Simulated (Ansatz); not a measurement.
Reaction (silylene formation by 1,1-elimination): `OBC(F)[SiH3]` → `OBCF` + `[SiH2]`

Isolated molecules relaxed with PBE0-D4/def2-TZVP in Ansatz; ΔE leaves out vibrations. CCSD(T)/CBS is the MP2 limit (def2-TZVPP, def2-QZVPP) plus CCSD(T) − MP2 in def2-TZVPP, frozen cores. This one scheme is used for every species. DFT in def2-TZVPP. B3LYP here is the variant with VWN-RPA as its local correlation; programs differ in this. One conformer a species, not always the lowest.

`OBC(F)[SiH3]`:

```xyz
11

O    -1.994   -0.210   -0.366
B    -0.953   -0.934    0.109
C     0.212   -0.151    0.798
F     1.137   -1.017    1.400
Si    1.156    0.952   -0.437
H    -2.664   -0.742   -0.800
H    -0.909   -2.126   -0.020
H    -0.180    0.516    1.577
H     0.244    2.020   -0.917
H     2.330    1.550    0.248
H     1.621    0.141   -1.592
```

`OBCF`:

Cartesian coordinates in Å:
```
O -0.635 1.470 0.176
B 0.222 0.442 0.365
C -0.065 -0.877 -0.441
F 0.869 -1.872 -0.184
H -0.418 2.251 0.689
H 1.155 0.540 1.113
H -0.067 -0.681 -1.521
H -1.060 -1.272 -0.197
```

`[SiH2]`:

```xyz
3

Si   -0.239    0.552    0.381
H    -0.313    0.158   -1.091
H     0.552   -0.710    0.711
```

```json
{"level": "PBE-D4", "ΔE (kJ/mol)": "233.1", "difference from CCSD(T)/CBS": "7.2"}
{"level": "r2SCAN-D4", "ΔE (kJ/mol)": "248.4", "difference from CCSD(T)/CBS": "22.5"}
{"level": "PBE0-D4", "ΔE (kJ/mol)": "238.0", "difference from CCSD(T)/CBS": "12.1"}
{"level": "B3LYP-D4", "ΔE (kJ/mol)": "222.6", "difference from CCSD(T)/CBS": "-3.3"}
{"level": "ωB97X-V", "ΔE (kJ/mol)": "236.9", "difference from CCSD(T)/CBS": "11.0"}
{"level": "ωB97M-V", "ΔE (kJ/mol)": "223.4", "difference from CCSD(T)/CBS": "-2.5"}
{"level": "B2PLYP", "ΔE (kJ/mol)": "220.1", "difference from CCSD(T)/CBS": "-5.8"}
{"level": "PBE", "ΔE (kJ/mol)": "224.6", "difference from CCSD(T)/CBS": "-1.3"}
{"level": "r2SCAN", "ΔE (kJ/mol)": "246.2", "difference from CCSD(T)/CBS": "20.3"}
{"level": "PBE0", "ΔE (kJ/mol)": "230.6", "difference from CCSD(T)/CBS": "4.7"}
{"level": "B3LYP", "ΔE (kJ/mol)": "208.9", "difference from CCSD(T)/CBS": "-17.0"}
{"level": "HF/def2-TZVPP", "ΔE (kJ/mol)": "199.7", "difference from CCSD(T)/CBS": "-26.2"}
{"level": "MP2/def2-TZVPP", "ΔE (kJ/mol)": "237.6", "difference from CCSD(T)/CBS": "11.7"}
{"level": "SCS-MP2/def2-TZVPP", "ΔE (kJ/mol)": "225.2", "difference from CCSD(T)/CBS": "-0.7"}
{"level": "CCSD/def2-TZVPP", "ΔE (kJ/mol)": "213.2", "difference from CCSD(T)/CBS": "-12.7"}
{"level": "CCSD(T)/def2-TZVPP", "ΔE (kJ/mol)": "219.0", "difference from CCSD(T)/CBS": "-6.9"}
{"level": "HF/def2-QZVPP", "ΔE (kJ/mol)": "200.2", "difference from CCSD(T)/CBS": "-25.7"}
{"level": "MP2/def2-QZVPP", "ΔE (kJ/mol)": "241.8", "difference from CCSD(T)/CBS": "15.9"}
{"level": "SCS-MP2/def2-QZVPP", "ΔE (kJ/mol)": "229.4", "difference from CCSD(T)/CBS": "3.5"}
{"level": "HF/CBS(def2)", "ΔE (kJ/mol)": "200.2", "difference from CCSD(T)/CBS": "-25.7"}
{"level": "MP2/CBS(def2)", "ΔE (kJ/mol)": "244.5", "difference from CCSD(T)/CBS": "18.6"}
{"level": "CCSD/CBS(def2)", "ΔE (kJ/mol)": "220.1", "difference from CCSD(T)/CBS": "-5.8"}
{"level": "CCSD(T)/CBS", "ΔE (kJ/mol)": "225.9", "difference from CCSD(T)/CBS": "0"}
```

Largest T1 diagnostic among the species: 0.014.

From PBE to PBE0 (25 % exact exchange), in def2-TZVPP and without D4, ΔE moves by +6.0 kJ/mol. The D4 term adds +13.7 kJ/mol with B3LYP and +7.4 kJ/mol with PBE0; it sums over pairs of atoms, weighted by their polarisabilities, and B3LYP, whose exchange is more repulsive, gets the larger term.
